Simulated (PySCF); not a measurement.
C₂H₅Zn (SMILES C[CH2][Zn+]), charge +1, singlet, at a GFN2-xTB geometry (such geometries of metal compounds can be far from the true shape). Base run: B3LYP/6-31G, TDDFT in PySCF.

PySCF was given this input:
```python
from pyscf import gto, scf, dft, tdscf

mol = gto.Mole()
mol.atom = '''
    Zn    0.46399101    0.64147567    0.48256931
    C    -0.09640444   -1.12394308   -0.51881144
    C    -1.44585596   -1.04015037   -1.09867530
    H     0.01070717   -1.83332883    0.30507646
    H     0.71761962   -1.17827223   -1.24538248
    H    -1.54427326   -0.29388523   -1.88801876
    H    -2.24132020   -0.93980002   -0.35919767
    H    -1.60890132   -2.01442317   -1.58463633
'''
mol.basis = '6-31g'
mol.charge = 1
mol.verbose = 4
mol.build()

mf = dft.RKS(mol)
mf.xc = 'b3lyp'
mf.kernel()
td = mf.TDDFT()
td.nstates = 5
td.kernel()
td.analyze()
```

Each row names what was changed in the base input (with any setting that the change needs).

| change | first excitation (eV) | oscillator strength of the first | second (eV) | core-seconds (rough) |
|---|---|---|---|---|
| base | 4.51 | 0.488 | 4.93 | 70 |
| nstates = 10 | 4.51 | 0.488 | 4.93 | 80 |
| functional = hf | … | … | … | 20 |
| conv_tol = 1e-3 | 4.51 | 0.488 | 4.93 | 40 |
| functional = m062x | … | … | … | 200 |
| functional = camb3lyp | 4.52 | 0.507 | 5.38 | 100 |
| nstates = 15 | 4.51 | 0.488 | 4.93 | 60 |
| basis = cc-pVDZ | 4.53 | 0.475 | 4.80 | 200 |
| states = triplets; response = Tamm-Dancoff | … | - | … | 30 |
| functional = pbe | 4.37 | 0.416 | 4.39 | 30 |

Problem. What belongs in the gaps?

Solution. 
- functional = hf, first excitation (eV): 4.43
- functional = hf, oscillator strength of the first: 0.603
- functional = hf, second (eV): 6.66
- functional = m062x, first excitation (eV): 4.05
- functional = m062x, oscillator strength of the first: 0.536
- functional = m062x, second (eV): 5.30
- states = triplets; response = Tamm-Dancoff, first excitation (eV): 2.20
- states = triplets; response = Tamm-Dancoff, second (eV): 4.71

An iterative solver can miss low states, so a row lists the states that it found.
